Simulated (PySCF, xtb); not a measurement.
FH₂MgN, SMILES [NH2][Mg][F].

GFN2-xTB (xtb) at its own geometry gives an orbital gap of 2.19 eV and a dipole moment of 2.98 D.

Coordinates come from a TPSSh-D3(BJ)/def2-TZVP optimisation. One conformer was computed; it need not be the lowest.

What does CAM-B3LYP/def2-TZVPD (PySCF) give? (The exact figures need the calculation; the answer reports its results.)

gap 7.47 eV (levels -8.12 and -0.65 eV), dipole 2.11 D.
